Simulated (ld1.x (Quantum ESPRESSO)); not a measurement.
**Configuration tests for vanadium (V) (TM)**

- Element: V (Z = 23)
- Generator: ld1.x (Quantum ESPRESSO) 7.5
- Type: norm-conserving Troullier–Martins (Kleinman–Bylander form)
- Functional: PBEsol
- Relativity: scalar-relativistic
- Frozen core: [Ar]
- Valence charge: 5
- Reference configuration: 3d3.5 4s1.5 4p0
- Partial waves: 4s (bound): rc 2.60 bohr; 4p (bound, empty): rc 2.75 bohr; 3d (bound): rc 2.10 bohr
- Local potential: all-electron potential smoothed inside 2.00 bohr (lloc = -2)
- Core correction: none

Energies are relative to the spin-unpolarised reference configuration 3d3.5 4s1.5 4p0; without spin polarisation the order of configurations can differ from experiment.

```
valence configuration  charge  ΔE all-electron (eV)  error AE − PS (meV)
          3d3 4s1 4p0      +1                 7.698                 +1.2
          3d3 4s0 4p0      +2                21.901                  +65
          3d3 4s0 4p1      +1                11.812                  +11
          3d4 4s1 4p0       0                 0.529                  -13
          3d4 4s0 4p0      +1                 7.112                  -25
          3d3 4s0 4p2       0                 6.826                -10.0
```

Question: What are ΔE and the potential's error for 3d3 4s2 4p0?

Answer: ΔE = -0.052 eV all-electron; the error (AE − PS) is -12 meV.

Levels in the configuration 3d4 4s0 4p0:

| level | all-electron (eV) | pseudo (eV) |
| --- | --- | --- |
| 3d | -8.950 | -8.844 |

ld1.x printed “convergence not achieved” for 3 of the counted tests; their residual had stalled under 1e-8, short of the target of 1e-14.
